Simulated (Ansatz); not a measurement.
C2H6BBrS, relaxed with RKS PBE-D4/def2-SVP in Ansatz from a rough embedded geometry. The force threshold is 0.03 eV/Å; the program also tests the step.

The species carries charge 0 and has multiplicity 1. The bonds changed during the relaxation, so this is another structure than the one it started from.

Start:

```xyz
11

S    -2.377   -0.286    0.628
C    -1.121   -0.345   -0.605
B     0.279   -0.599    0.079
C     1.555    0.359   -0.060
Br    2.002    1.052    1.691
H    -1.894    0.955    1.222
H    -1.341   -1.199   -1.298
H    -1.061    0.582   -1.163
H     0.428   -1.656    0.718
H     2.352   -0.122   -0.525
H     1.177    1.259   -0.686
```

How much energy does the relaxation release, and in how many steps? (Best estimate.)

The calculation gave: 0.85 eV, in 15 steps, 1 of them rejected.

Which bonds change most? (An estimate is asked.)

Ansatz gave: S1–B3 from 2.730 to 2.091 Å; S1–C2 from 1.761 to 1.877 Å; S1–H6 from 1.458 to 1.365 Å; C4–H10 from 1.041 to 1.109 Å.

Give the relaxed structure. (Estimate.)

Computed: 
```xyz
11

S    -1.658   -0.081    0.868
C    -1.074   -0.506   -0.864
B     0.179   -0.682    0.068
C     1.294    0.450    0.122
Br    1.929    0.826    1.955
H    -1.411    1.259    0.803
H    -1.649   -1.386   -1.202
H    -1.199    0.359   -1.538
H     0.408   -1.789    0.520
H     2.194    0.119   -0.437
H     0.985    1.431   -0.294
```
